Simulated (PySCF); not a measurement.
H6O2P2Sn, SMILES [OH][Sn]([OH])([PH2])[PH2].

Geometry: B3LYP-D3(BJ)/def2-SVP. The structure was generated by enumeration; whether it is a known compound was not checked. The def2 effective core potentials stand for the cores of Sn; spin–orbit coupling is left out. The values are those of a single conformer.

Calculation: TDA-PBE/def2-SVPD (PySCF 2.14.0).

Vertical excitations. The molecule is in vacuum. State labels are in the subgroup C2.

```
state  symmetry  energy (eV)  λ (nm)      f                                                             main pairs
-----  --------  -----------  ------  -----  ---------------------------------------------------------------------
S1            B         4.53     273  0.027                                                       HOMO−1→LUMO 85 %
S2            A         4.76     260  0.034                                                       HOMO−2→LUMO 92 %
S3            B         4.81     258  0.263                     HOMO→LUMO 56 %, HOMO→LUMO+1 23 %, HOMO−1→LUMO 11 %
S4            A         5.30     234  0.000                                                       HOMO→LUMO+2 98 %
S5            B         5.42     229  0.018                                     HOMO−3→LUMO 52 %, HOMO→LUMO+1 37 %
S6            A         5.48     226  0.001                                                       HOMO−4→LUMO 93 %
S7            B         5.56     223  0.138  HOMO→LUMO+1 34 %, HOMO−3→LUMO 31 %, HOMO→LUMO 10 %, HOMO−2→LUMO+2 6 %
S8            A         5.83     213  0.018               HOMO−2→LUMO+1 71 %, HOMO−1→LUMO+2 14 %, HOMO−5→LUMO 13 %
S9            B         5.83     213  0.043                                                     HOMO−1→LUMO+1 85 %
S10           A         5.90     210  0.011                                 HOMO−1→LUMO+2 80 %, HOMO−2→LUMO+1 14 %
T1            B         3.53     351      0                                                         HOMO→LUMO 98 %
T2            B         4.34     286      0                                                       HOMO−1→LUMO 98 %
T3            A         4.34     285      0                                                       HOMO−2→LUMO 98 %
T4            A         4.99     248      0                                                       HOMO−4→LUMO 91 %
```
Triplets are in the Tamm–Dancoff approximation.
